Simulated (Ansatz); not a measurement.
Geometry optimisation, RKS LDA/def2-SVPD (Ansatz).

Input file:

```yaml
crystal:
  periodic: [false, false, false]
  atoms:
    - { symbol: O, position_ang: [0.71336, -0.54864, 0.60116] }
    - { symbol: Ge, position_ang: [-0.28846, 0.39961, -0.29893] }
    - { symbol: H, position_ang: [0.79549, -1.45225, 0.93663] }
    - { symbol: H, position_ang: [-1.58343, -0.16442, -0.89571] }
    - { symbol: H, position_ang: [0.36304, 1.7657, -0.34315] }
total_charge: 1
basis:
  gaussian: { orbitals: def2-SVPD }
hamiltonian:
  xc: lda
relax:
  f_tol: 0.015
  max_steps: 40
```

Command:

```bash
$ ansatz run input.yaml --threads 1 --pin off --max-ram 2048MiB --backend cpu --events-out ev --progress --plain --runs-dir out
```

Problem. Where does it end, and by what steps?

Solution. The run converged. After 6 steps the energy has fallen by 0.122 eV; H3 moved furthest, 0.19 Å.

```tsv
step	energy less start (eV)	largest force component (eV/Å)	accepted
0	0.0000	1.251	yes
1	-0.0470	0.818	yes
2	-0.0827	0.342	yes
3	-0.1112	0.323	yes
4	-0.1203	0.155	yes
5	-0.1222	0.050	yes
6	-0.1223	0.010	yes
```

```xyz
5
Properties=species:S:1:pos:R:3
O 0.814 -0.537 0.658
Ge -0.242 0.417 -0.277
H 0.632 -1.486 0.849
H -1.518 -0.230 -0.835
H 0.314 1.835 -0.395
```

Whether the end is a true minimum wasn't checked by a vibrational analysis.

Time of the run: 17 s on 1 thread of Intel(R) Xeon(R) Processor @ 2.50GHz (Skylake/Cascade Lake), with other jobs on the host, peak memory 0.14 GiB.
